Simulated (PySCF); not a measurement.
(Z)-1-bromo-2-chloroethene (C₂H₂BrCl), SMILES Cl/C=C\Br.

Coordinates come from a B3LYP-D3(BJ)/def2-SVP optimisation.

Level of theory: M06-2X/def2-TZVPD run with PySCF.

Isolated molecule, no solvent.

Q: Estimate the frontier levels, gap, dipole moment and polarisability. (An estimate is asked for; the answer gives what the named calculation found.)

A: 
```
Property                                                                                                        Value
---------------------------------------------------------------------------------------------  ----------------------
highest occupied level                                                                                       -8.52 eV
lowest empty level                                                                                            0.18 eV
orbital gap                                                                                                   8.70 eV
dipole moment                                                                                                  1.83 D
quadrupole, principal values (traceless, Buckingham form, about the centre of nuclear charge)  -4.41, -2.50, 6.91 D·Å
mean static polarisability                                                                       61.6 bohr³ (9.14 Å³)
polarisability, principal values                                                               44.2, 60.0, 80.8 bohr³
```
